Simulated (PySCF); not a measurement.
A run for PySCF: R-M06-2X/def2-TZVPP on AsGeH5 (SMILES [GeH3][AsH2]), a point of a torsion scan.

```python
from pyscf import gto, dft

mol = gto.M(
    atom='''
    Ge   -0.79704787    0.07887832   -0.02367695
    As    1.57592454    0.09342904   -0.05371797
    H    -1.48929097   -0.90053827   -0.93660806
    H    -1.40141570    1.41027208   -0.38916826
    H    -1.37350767   -0.21201678    1.33779396
    H     1.59330256   -0.07883967   -1.54504054
    H     1.61764940   -1.39958100    0.10133181
    ''',
    basis='def2-tzvpp',
    charge=0, spin=0, verbose=4, max_memory=1800)
mf = dft.RKS(mol, xc='m062x').density_fit(auxbasis='def2-universal-jkfit')
mf.grids.level = 4
mf.conv_tol = 1e-9
mf.max_cycle = 150
mf.kernel()
mf.dip_moment()
```

Output:

```
PySCF version 2.14.0

[INPUT] verbose = 4
[INPUT] num. atoms = 7
[INPUT] num. electrons = 70
[INPUT] charge = 0
[INPUT] spin (= nelec alpha-beta = 2S) = 0
[INPUT] symmetry False subgroup None
[INPUT] Mole.unit = angstrom
[INPUT] Symbol           X                Y                Z      unit          X                Y                Z       unit  Magmom
[INPUT]  1 Ge    -0.797047870000   0.078878320000  -0.023676950000 AA   -1.506202182468   0.149058421966  -0.044742950965 Bohr   0.0
[INPUT]  2 As     1.575924540000   0.093429040000  -0.053717970000 AA    2.978065773581   0.176555297681  -0.101512251268 Bohr   0.0
[INPUT]  3 H     -1.489290970000  -0.900538270000  -0.936608060000 AA   -2.814352053088  -1.701770694990  -1.769932719460 Bohr   0.0
[INPUT]  4 H     -1.401415700000   1.410272080000  -0.389168260000 AA   -2.648291859666   2.665027992321  -0.735421427774 Bohr   0.0
[INPUT]  5 H     -1.373507670000  -0.212016780000   1.337793960000 AA   -2.595553326289  -0.400653648012   2.528064195497 Bohr   0.0
[INPUT]  6 H      1.593302560000  -0.078839670000  -1.545040540000 AA    3.010905471968  -0.148985384051  -2.919703471950 Bohr   0.0
[INPUT]  7 H      1.617649400000  -1.399581000000   0.101331810000 AA    3.056914331567  -2.644824779145   0.191489368606 Bohr   0.0

nuclear repulsion = 322.071667560075
number of shells = 62
number of NR pGTOs = 283
number of NR cGTOs = 166
basis = def2-tzvpp
ecp = {}


******** <class 'pyscf.df.df_jk.DFRKS'> ********
method = DFRKS
initial guess = minao
damping factor = 0
level_shift factor = 0
DIIS = <class 'pyscf.scf.diis.CDIIS'>
diis_start_cycle = 1
diis_space = 8
diis_damp = 0
SCF conv_tol = 1e-09
SCF conv_tol_grad = None
SCF max_cycles = 150
direct_scf = False
XC library pyscf.dft.libxc version 7.1.2
    S. Lehtola, C. Steigemann, M. J. T. Oliveira, and M. A. L. Marques,  SoftwareX 7, 1–5 (2018)
XC functionals = m062x
    Y. Zhao and D. G. Truhlar,  Theor. Chem. Acc. 120, 215 (2008)
    Y. Zhao and D. G. Truhlar,  Theor. Chem. Acc. 120, 215 (2008)
radial grids:
    Treutler-Ahlrichs [JCP 102, 346 (1995); DOI:10.1063/1.469408] (M4) radial grids

becke partition: Becke, JCP 88, 2547 (1988); DOI:10.1063/1.454033
pruning grids: <function nwchem_prune>
grids dens level: 4
symmetrized grids: False
atomic radii adjust function: <function treutler_atomic_radii_adjust>
small_rho_cutoff = 0
Set gradient conv threshold to 3.16228e-05
Initial guess from minao.
tot grids = 138912
******** <class 'pyscf.df.df.DF'> ********
auxbasis = def2-universal-jkfit
init E= -4314.45738695598
  HOMO = -0.2962387607751  LUMO = -0.00904098466493242  gap/eV = 7.81505
cycle= 1 E= -4315.85417495662  delta_E= -1.4  |g|= 0.454  |ddm|= 2.05
  HOMO = -0.324501922328144  LUMO = 0.0214930228575598  gap/eV = 9.41500
cycle= 2 E= -4315.86147560037  delta_E= -0.0073  |g|= 0.426  |ddm|= 0.354
  HOMO = -0.319670603097376  LUMO = 0.0318958052101239  gap/eV = 9.56661
cycle= 3 E= -4315.87419497662  delta_E= -0.0127  |g|= 0.0251  |ddm|= 0.17
  HOMO = -0.320460147650786  LUMO = 0.0326381359380772  gap/eV = 9.60829
cycle= 4 E= -4315.87430962182  delta_E= -0.000115  |g|= 0.0136  |ddm|= 0.0257
  HOMO = -0.320506796771929  LUMO = 0.0329113057093036  gap/eV = 9.61700
cycle= 5 E= -4315.87433076257  delta_E= -2.11e-05  |g|= 0.00176  |ddm|= 0.00937
  HOMO = -0.320257875781287  LUMO = 0.0330235870751245  gap/eV = 9.61328
cycle= 6 E= -4315.87433146588  delta_E= -7.03e-07  |g|= 0.000698  |ddm|= 0.00307
  HOMO = -0.320371631709367  LUMO = 0.0329842967914944  gap/eV = 9.61530
cycle= 7 E= -4315.87433158891  delta_E= -1.23e-07  |g|= 0.000127  |ddm|= 0.000897
  HOMO = -0.32036896106333  LUMO = 0.0329841138502154  gap/eV = 9.61523
cycle= 8 E= -4315.8743315957  delta_E= -6.79e-09  |g|= 2.64e-05  |ddm|= 0.000261
  HOMO = -0.32036714330471  LUMO = 0.0329857317640849  gap/eV = 9.61522
cycle= 9 E= -4315.87433159609  delta_E= -3.86e-10  |g|= 4.39e-06  |ddm|= 8.01e-05
  HOMO = -0.32036809153055  LUMO = 0.0329854096204212  gap/eV = 9.61524
Extra cycle  E= -4315.87433159612  delta_E= -3e-11  |g|= 3.2e-06  |ddm|= 1.18e-05
converged SCF energy = -4315.87433159612
Dipole moment(X, Y, Z, Debye):  0.18648, -0.29867, -0.24359
```

Self-consistency was reached.

Cost: roughly 40 core-seconds.
